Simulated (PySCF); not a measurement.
# NMR data sheet: C2H8F2O2Si3

```
Formula                               : C2H8F2O2Si3
SMILES                                : O=C([SiH3])O[Si@H]([SiH3])C(F)F
Point group of the computed structure : C1
Degrees of unsaturation               : 1
Carbon signals                        : 2
Proton signals                        : 4
```

Mapped SMILES: `[O:1]=[C:2]([SiH3:3])[O:4][Si@H:5]([SiH3:6])[CH:7]([F:8])[F:9]` (H(Xn): hydrogen on atom n).

[PySCF 2.14.0 with density-fitted response routines: geometry: GFN2-xTB; σ from GIAO-PBE0/pcSseg-1; in vacuum; a single conformation; fast rotation and ring inversion assumed for equivalent nuclei; no relativistic terms]

Shifts are taken against calculated references (same method and geometry level): TMS for 1H (σref 31.72), 13C (σref 186.93), 29Si (σref 349.16); 19F (σref 170.95) vs CFCl3; 17O (σref 336.08) against H2O.

```tsv
carbon	δC, type	δH (multiplicity)	HMBC from (2–3 bonds)	span of the C tensor (ppm)
C2	190.9, C	–	H(Si5), H(Si3)	184
C7	128.3, CH	6.75 (m)	H(Si5), H(Si6)	29
```

Other nuclei:
| atoms | nucleus | environment | δ (ppm) | σ (ppm) |
| --- | --- | --- | --- | --- |
| H(Si5) | 1H | hydrogen on a silicon bonded to C, O, Si | 5.06 | 26.65 |
| H(Si3) | 1H | hydrogen on a silicon bonded to C | 4.15 | 27.57 |
| H(Si6) | 1H | hydrogen on a silicon bonded to Si | 3.87 | 27.84 |
| F9 | 19F | fluorine of a CF2 group | -150.7 | 321.6 |
| F8 | 19F | fluorine of a CF2 group | -154.4 | 325.3 |
| Si5 | 29Si | silicon bonded to C, O, Si, H | -16.4 | 365.5 |
| Si3 | 29Si | silicon bonded to C, 3 H | -82.6 | 431.7 |
| Si6 | 29Si | silicon bonded to Si, 3 H | -117.8 | 466.9 |
| O1 | 17O | carbonyl oxygen | 529.9 | -193.8 |
| O4 | 17O | oxygen bonded to C, Si | 238.8 | 97.2 |

- Carbon types of the structure: 1 × C, 1 × CH, leaving 7 H on heteroatoms.
- δC 190.9: carbonyl carbon.
- δC 128.3: sp3 CH bonded to 2 F and Si; 2 electronegative neighbours deshield it.
- δH 6.75: hydrogen on an sp3 CH bonded to 2 F and Si; its carbon carries F, an electronegative neighbour.
- δH 4.15: hydrogen on a silicon bonded to C.
- δH 3.87: hydrogen on a silicon bonded to Si.

Splittings by 19F in the carbon and heteronuclear signals aren't shown, as no couplings were computed. Shifts are as computed. Against solution values, carbons near 30 ppm lie about +3 ppm off and those near 130 ppm about +5 ppm. Of 1211 compounds with measured shifts, 218 miss one by over three times the rms of a fit or turn the order of signals round; such compounds aren't used in these exercises. Unscaled 19F shifts against computed CFCl3 carry errors that often reach 10 to 50 ppm. Unscaled 17O shifts of doubly bonded oxygen tend to come out too high, by tens of ppm or more. Experimental scales use liquid or dissolved standards, which lie at an offset from isolated H2O (liquid H2O: subtract about 36 ppm). No couplings were computed; multiplicities are counted from neighbouring protons, with m where these are inequivalent, close in shift, in a saturated or five-membered ring or joined by F or P, and br s for small geminal =CH2 splittings.
